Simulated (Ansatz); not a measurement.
NbOCl3 (NbCl3O): single points at one geometry.

```yaml
crystal:
  periodic: [false, false, false]
  atoms:
    - {symbol: Nb, position_ang: [0.000302, -0.000689, 0.074224]}
    - {symbol: O, position_ang: [0.008644, -0.015760, 1.772740]}
    - {symbol: Cl, position_ang: [2.184870, 0.011102, -0.626101]}
    - {symbol: Cl, position_ang: [-1.101693, 1.897422, -0.593467]}
    - {symbol: Cl, position_ang: [-1.092114, -1.892084, -0.627397]}
basis:
  gaussian: {orbitals: def2-TZVP, initial_orbitals: start.molden}
hamiltonian: {xc: {name: LC-wPBE}}
scf: {omitted_lower_state_checks: [starts]}
output: {orbitals: {seedname: orbitals}}
```

The file start.molden holds the orbitals of an earlier run on this structure, at another level or in another basis.

```sh
$ ansatz run in.yaml --threads 4 --pin off --events-out ev --progress --plain --max-ram 3916MiB
```

It prints (some lines left out):

```
Functional definition: LC-wPBE
1237 factors; their error is unknown
311 factors; integrals over basis functions are off by at most 4.2e-5 eV
mean field evaluation 1: about -41163.0846 eV, gradient 1.5e1 eV
mean field evaluation 2: about -41163.3056 eV, gradient 3.7e-1 eV
mean field evaluation 4: about -41163.3085 eV, gradient 1.2e-1 eV
mean field evaluation 8: about -41163.3085 eV, gradient 2.4e-5 eV
mean field -41163.30847763 eV, -1512.7236850603 hartree, gradient 2.4e-5 eV, S^2 0.000000; 0 other end points of the search recorded, 0 dependent functions left out
reference -41163.30847764 eV, -1512.7236850606 hartree; 36, 36 occupied and 146, 146 virtual orbitals, 1237 factors
Total energy: -41163.30847764 eV, -1512.7236850606 hartree
Checks for a lower state left out: starts
```

It took 2.4 s on 4 threads of Arm Neoverse V2 on a shared host.

The first input with `gaussian: {orbitals: def2-TZVPD, initial_orbitals: start.molden}`, `hamiltonian: {xc: pbe0, dispersion: d4}` (abridged; 4 s):

```
Functional definition: PBE0
mean field -41160.18188517 eV, -1512.6087849066 hartree, gradient 2.1e-5 eV, S^2 0.000000
Total energy: -41160.36175504 eV, -1512.6153950023 hartree
Checks for a lower state left out: starts
```

First input, but with `hamiltonian: {xc: pbe0, dispersion: d4}` (abridged; 2.6 s):

```
Functional definition: PBE0
mean field -41160.12555261 eV, -1512.6067147234 hartree, gradient 4.2e-5 eV, S^2 0.000000
Total energy: -41160.30539938 eV, -1512.6133239703 hartree
Checks for a lower state left out: starts
```

As the first input, with `gaussian: {orbitals: STO-3G}`, `hamiltonian: {xc: hf}` (abridged; 0.3 s):

```
Functional definition: HF
mean field -140246.37519310 eV, -5153.9592259389 hartree, gradient 1.3e-5 eV, S^2 0.000000
Total energy: -140246.37519310 eV, -5153.9592259389 hartree
Checks for a lower state left out: starts
```

As the first input, with `hamiltonian: {xc: {name: PBE-QIDH}}` and without the key `output` (abridged; 5 s):

```
Functional definition: PBE-QIDH
mean field -41138.12613029 eV, -1511.7982508646 hartree, gradient 1.5e-6 eV, S^2 0.000000
16 core orbitals not correlated: weight in the atoms' cores, before any rotation towards them, 1.000 or more for the frozen orbitals, at most 0.000 for the correlated occupied ones
second order -38.23852484 eV of doubles, -0.00000000 eV of singles
Total energy: -41150.87232013 eV, -1512.2666647018 hartree
Checks for a lower state left out: starts
```

As the first input, with `hamiltonian: {xc: lda}` (abridged; 1 s):

```
Functional definition: SPW92
mean field -41036.92021277 eV, -1508.0790019956 hartree, gradient 1.2e-5 eV, S^2 0.000000
Total energy: -41036.92026450 eV, -1508.0790038967 hartree
Checks for a lower state left out: starts
```

As the first input, with `correlation: {method: ccsd_t}` and without the key `hamiltonian` (abridged; 69 s):

```
Functional definition: HF
mean field -41090.44413968 eV, -1510.0459700298 hartree, gradient 1.9e-6 eV, S^2 0.000000
16 core orbitals not correlated: weight in the atoms' cores, before any rotation towards them, 1.000 or more for the frozen orbitals, at most 0.000 for the correlated occupied ones
second order -33.29339930 eV of doubles, -0.00000000 eV of singles
cycle   1  -31.20333474 eV  change     2.1e0 eV  update   2.8e-1
cycle   2  -32.63474754 eV  change    -1.4e0 eV  update   2.1e-1
cycle   3  -32.96591263 eV  change   -3.3e-1 eV  update   4.0e-2
cycle   4  -32.99332408 eV  change   -2.7e-2 eV  update   1.9e-2
cycle   5  -32.96777896 eV  change    2.6e-2 eV  update   5.9e-3
cycle   6  -32.96802383 eV  change   -2.4e-4 eV  update   2.4e-3
cycle   7  -32.96713312 eV  change    8.9e-4 eV  update   9.8e-4
cycle   8  -32.96690866 eV  change    2.2e-4 eV  update   4.0e-4
cycle   9  -32.96721530 eV  change   -3.1e-4 eV  update   1.7e-4
cycle  10  -32.96734218 eV  change   -1.3e-4 eV  update   7.4e-5
cycle  11  -32.96725276 eV  change    8.9e-5 eV  update   4.5e-5
cycle  12  -32.96721099 eV  change    4.2e-5 eV  update   2.1e-5
perturbative correction -1.88436259 eV, -0.0692490481 hartree
Total energy: -41125.29571326 eV, -1511.3267417356 hartree
Checks for a lower state left out: starts
```

Geometry: PBE-D4/def2-SVP.

In the def2 sets Nb takes a core potential, while STO-3G treats all electrons; there is no spin–orbit coupling. LC-ωPBE has ω = 0.4 bohr⁻¹. Correlated methods freeze 16 core orbitals; core or outer-core shells of Nb are correlated, in sets that lack core-valence functions. At PBE-QIDH/def2-TZVP the test of the restricted singlet for broken spin symmetry was undecided.
